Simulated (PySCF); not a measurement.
C4H11NSi, SMILES CNC1([SiH3])CC1. Coordinates come from a PBE-D3(BJ)/def2-SVP optimisation. This is a generated structure with no PubChem entry under its InChIKey; it may be hypothetical. One conformer was computed; it need not be the lowest.

All values below come from PBE-D3(BJ)/def2-SVP run with PySCF.

Harmonic wavenumbers (cm⁻¹): 82, 133, 183, 203, 227, 255, 338, 442, 537, 604, 638, 715, 757, 837, 880, 882, 904, 916, 925, 964, 1009, 1023, 1087, 1109, 1131, 1153, 1202, 1270, 1367, 1383, 1399, 1420, 1424, 1450, 2143, 2152, 2157, 2878, 3000, 3055, 3059, 3062, 3153, 3162, 3437. Rotational constants (GHz): 3.116, 2.609, 1.733; symmetry number 1.

Q: Work out the zero-point energy and the ideal-gas rigid-rotor harmonic-oscillator thermochemistry at 298.15 K and 1 atm.

A: ZPE = ½ Σ hcν = ½ × 60108 cm⁻¹ = 359.53 kJ/mol. H − E(el) = 383.99 kJ/mol. Entropy in J/(mol K): translation 166.33, rotation 115.16, vibration 84.96, total 366.45. G − E(el) = 274.74 kJ/mol. Cp = 138.15 J/(mol K). Modes under 150 cm⁻¹ make the vibrational entropy uncertain.
